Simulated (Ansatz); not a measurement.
One change: `OB[SiH3]` becomes `COB[SiH3]`.

Ansatz, PBE0-D4/def2-TZVP geometries, multiplicity 1. Each molecule was computed in one conformer, which needn't be the lowest.

| property | `OB[SiH3]` |
| --- | --- |
| LUMO energy (B3LYP/def2-TZVPP) / eV | -1.28 |
| LUMO energy (PBE/def2-TZVPP) / eV | -2.05 |
| HOMO energy (PBE0/def2-TZVPP) / eV | -7.89 |
| ideal-gas entropy at 298 K and 1 bar (rigid rotor, harmonic PBE0-D4/def2-TZVP) / J/(mol·K) | 296 |
| HOMO energy (B3LYP/def2-TZVPP) / eV | -7.71 |
| zero-point energy (PBE0-D4/def2-TZVP) / kJ/mol | 136.1 |

Problem. What does the change do to each property? (Best estimate.)

Solution. Ansatz gave: 
| property | `COB[SiH3]` | shift |
| --- | --- | --- |
| LUMO energy (B3LYP/def2-TZVPP) / eV | -1.18 | 0.10 |
| LUMO energy (PBE/def2-TZVPP) / eV | -1.94 | 0.11 |
| HOMO energy (PBE0/def2-TZVPP) / eV | -7.75 | 0.14 |
| ideal-gas entropy at 298 K and 1 bar (rigid rotor, harmonic PBE0-D4/def2-TZVP) / J/(mol·K) | 334 | 38 |
| HOMO energy (B3LYP/def2-TZVPP) / eV | -7.56 | 0.15 |
| zero-point energy (PBE0-D4/def2-TZVP) / kJ/mol | 209.5 | 73.4 |

With PBE0 the HOMO rises by 0.14 eV and the LUMO rises by 0.09 eV, so the gap narrows by about 0.05 eV. PBE moves the HOMO by 0.13 eV and ωB97M-V by 0.15 eV. The zero-point energy changes by 73.4 kJ/mol with +9 modes.

B3LYP here is the variant with VWN-RPA as its local correlation; programs differ in this.
